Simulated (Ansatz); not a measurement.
Diatomic TiS, multiplicity 3 (the spin of the measured ground state). No spin–orbit coupling. Ti is treated without relativity. The T1 diagnostic near the minimum is 0.066, so single-reference values are doubtful.

```json
[
 {"level": "SVWN5/def2-TZVPP", "bond energy D_e (kcal/mol)": "148.16"},
 {"level": "PBE/def2-TZVPP", "bond energy D_e (kcal/mol)": "128.27"},
 {"level": "r2SCAN/def2-TZVPP", "bond energy D_e (kcal/mol)": "118.28"},
 {"level": "B97M-V/def2-TZVPP", "bond energy D_e (kcal/mol)": "117.35"},
 {"level": "B3LYP/def2-TZVPP", "bond energy D_e (kcal/mol)": "110.04"},
 {"level": "PBE0/def2-TZVPP", "bond energy D_e (kcal/mol)": "113.34"},
 {"level": "BHLYP/def2-TZVPP", "bond energy D_e (kcal/mol)": "86.83"},
 {"level": "CAM-B3LYP/def2-TZVPP", "bond energy D_e (kcal/mol)": "103.84"},
 {"level": "wB97X-V/def2-TZVPP", "bond energy D_e (kcal/mol)": "107.27"},
 {"level": "wB97M-V/def2-TZVPP", "bond energy D_e (kcal/mol)": "103.22"}
]
```

The rows run from 86.83 (BHLYP/def2-TZVPP) to 148.16 kcal/mol (SVWN5/def2-TZVPP). The 10 functionals in def2-TZVPP without D3 or D4 span 61.32, from BHLYP to SVWN5.

D_e counts from the fitted minimum to each atom's lowest state at the same level, without counterpoise. The lowest state of Ti differs between levels (2S+1 = 3, 5).

Run with Ansatz (Gaussian basis) for Hartree–Fock, density functionals and correlated methods. Values without a source in brackets are computed.

Ansatz is an electronic-structure program.
